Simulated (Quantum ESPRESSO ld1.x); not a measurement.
Values are calculated unless marked as measured or tabulated.
Question: The mean radii <r> (bohr) of the occupied orbitals of an atom or ion are listed with their occupations. Code: ld1.x of Quantum ESPRESSO 7.5. Model: non-relativistic Kohn-Sham, BLYP, spin-unpolarised, spherical densities, point nucleus.

| orbital | occ. | <r> |
|---|---|---|
| 1s | 2 | 0.1582 |
| 2s | 2 | 0.8994 |
| 2p | 6 | 0.9830 |

Name the element and its charge.

Answer: Z = 10, neon, charge 0: Ne in [Ne]. The 1s radius gives Z: for a bare nucleus <r> = 1.5/Z, 0.15 bohr for Z = 10, and screening makes it slightly larger (0.1582 here). The occupations add up to 10, and the charge is Z minus that.
